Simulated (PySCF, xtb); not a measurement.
C2H5BN2, SMILES NB1C=NC1.

xtb 6.7.1 with GFN2-xTB at its own geometry gives an orbital gap of 2.70 eV and a dipole moment of 3.94 D.

The structure is a stationary point at PBE0-D3(BJ)/def2-SVP. This is a generated structure with no PubChem entry under its InChIKey; it may be hypothetical. The values are those of a single conformer.

Task: What does CAM-B3LYP/def2-TZVP (PySCF) give? (An estimate is asked for; the answer gives what the named calculation found.)

Result: gap 8.54 eV (levels -8.32 and 0.22 eV), dipole 3.94 D.
